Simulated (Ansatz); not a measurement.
Frontier orbitals of ClH3HfO3 (`[OH][Hf]([OH])([OH])[Cl]`).

```
atom   x (Å)   y (Å)   z (Å)
  O1   1.271  -0.560   1.202
 Hf2   0.078   0.314  -0.016
  O3   0.243  -0.459  -1.762
  O4  -1.727   0.148   0.604
 Cl5   0.646   2.620  -0.135
  H6   1.578  -1.018   1.977
  H7   0.571  -1.001  -2.472
  H8  -2.659  -0.044   0.601
```

Charge 0, multiplicity 1. Correlated methods include outer-core shells of Hf, which these sets cover unevenly. Hf takes the def2 core potential. Geometry: relaxed with PBE0-D4/def2-TZVP. It is one conformer, not always the lowest. Basis def2-TZVPP, Ansatz 0.2.0.

| functional | HOMO (eV) | LUMO (eV) | gap (eV) |
| --- | --- | --- | --- |
| LDA (SPW92) | -7.32 | -1.03 | 6.29 |
| PBE | -7.15 | -0.86 | 6.29 |
| BLYP | -6.99 | -0.89 | 6.10 |
| PBE0 | -8.62 | -0.15 | 8.47 |
| HSE06 (plane-wave form) | -8.21 | -0.50 | 7.71 |
| BHLYP | -9.93 | 0.34 | 10.27 |
| LC-ωPBE | -11.44 | 1.67 | 13.11 |
| ωB97X-V | -11.06 | 1.48 | 12.54 |
| ωB97M-V | -10.91 | 1.01 | 11.92 |

Against PBE, PBE0 changes HOMO and LUMO by −1.47 and +0.71 eV, ωB97M-V by −3.76 and +1.87 eV. A gap of 6.29 eV thus becomes 11.92 eV for the same molecule, so an orbital gap means little without its functional. A positive LUMO is unbound and depends on the basis.

LC-ωPBE has ω = 0.4 bohr⁻¹.
